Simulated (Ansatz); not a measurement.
C3H8OSi, SMILES `O[SiH]1CCC1` at its PBE0-D4/def2-TZVP geometry, where that method's forces vanish. Charge 0, multiplicity 1.

```tsv
atom	x (Å)	y (Å)	z (Å)
O1	1.9588	-0.7637	-1.2760
Si2	0.6833	0.1349	-0.7474
C3	0.4691	0.4695	1.0810
C4	-1.0440	0.2169	0.8251
C5	-0.9746	-0.6780	-0.4449
H6	2.4627	-0.4264	-2.0165
H7	0.5859	1.3692	-1.5842
H8	0.7360	1.4207	1.5395
H9	0.8966	-0.3415	1.6774
H10	-1.5463	1.1594	0.5916
H11	-1.5748	-0.2342	1.6666
H12	-0.8481	-1.7281	-0.1663
H13	-1.8046	-0.5985	-1.1458
```

**Question.** For each bond, give half the difference of the two atoms' forces along it (eV/Å; positive pushes the atoms apart) under PBE-D4, r2SCAN-D4, B3LYP-D4, ωB97M-V in def2-TZVPP. (An estimate is asked.)

**Answer.** Computed: 
```csv
bond,length (Å),PBE-D4,r2SCAN-D4,B3LYP-D4,ωB97M-V
O1–Si2,1.647,0.27,0.04,0.08,0.12
O1–H6,0.957,0.32,0.01,-0.01,-0.06
Si2–C3,1.871,0.02,0.02,0.11,0.00
Si2–C5,1.871,0.02,0.02,0.11,0.00
Si2–H7,1.494,-0.01,-0.04,-0.15,-0.15
C3–C4,1.555,0.06,0.16,0.24,0.19
C3–H8,1.089,0.06,-0.05,-0.10,-0.09
C3–H9,1.094,0.09,-0.03,-0.10,-0.08
C4–C5,1.555,0.06,0.16,0.24,0.19
C4–H10,1.093,0.09,-0.06,-0.12,-0.11
C4–H11,1.092,0.10,-0.06,-0.16,-0.15
C5–H12,1.094,0.09,-0.03,-0.10,-0.08
C5–H13,1.089,0.06,-0.05,-0.10,-0.09
```

B3LYP here is the variant with VWN-RPA as its local correlation; programs differ in this.
